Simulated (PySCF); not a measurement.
## Structure and vertical S1–T1 gap

Level of theory: PySCF, TDA PBE0/def2-SVP excited states, vertical, gas phase. Geometry: GFN2-xTB.

Each molecule in one low-energy conformer.

Scalar relativity is left out, which matters for the atoms heavier than Zn.

Problem. How does the vertical S1–T1 gap change along this series?
- COC1=C=CCCCCCC1 (H replaced by OCH3)
- CC1=C=CCCCCCC1 (H replaced by CH3)
- FC1=C=CCCCCCC1 (H replaced by F)
- O=CC1=C=CCCCCCC1 (H replaced by CHO)
- C[Se]C1=C=CCCCCCC1 (H replaced by SeCH3)

Solution. 
| molecule | S1 (eV) | S1 from | f(S1) | T1 (eV) | T1 from | S1 − T1 (eV) | S0–T1 spin-orbit coupling (cm⁻¹) | S1–T1 spin-orbit coupling (cm⁻¹) |
| --- | --- | --- | --- | --- | --- | --- | --- | --- |
| COC1=C=CCCCCCC1 | 4.79 | HOMO→LUMO | 0.001 | 3.97 | HOMO→LUMO | 0.82 | 4.91 | 4.50 |
| CC1=C=CCCCCCC1 | 5.62 | HOMO→LUMO / HOMO→LUMO+1 | 0.001 | 4.24 | HOMO→LUMO | 1.37 | 1.58 | 2.88 |
| FC1=C=CCCCCCC1 | 4.77 | HOMO→LUMO | 0.000 | 4.17 | HOMO−1→LUMO | 0.60 | 1.34 | 7.76 |
| O=CC1=C=CCCCCCC1 | 3.81 | HOMO→LUMO | 0.000 | 3.27 | HOMO→LUMO | 0.53 | 46.28 | 0.08 |
| C[Se]C1=C=CCCCCCC1 | 4.55 | HOMO→LUMO | 0.020 | 3.92 | HOMO→LUMO | 0.62 | 637.95 | 83.08 |

The vertical S1–T1 gap is lowest for O=CC1=C=CCCCCCC1 and highest for CC1=C=CCCCCCC1.
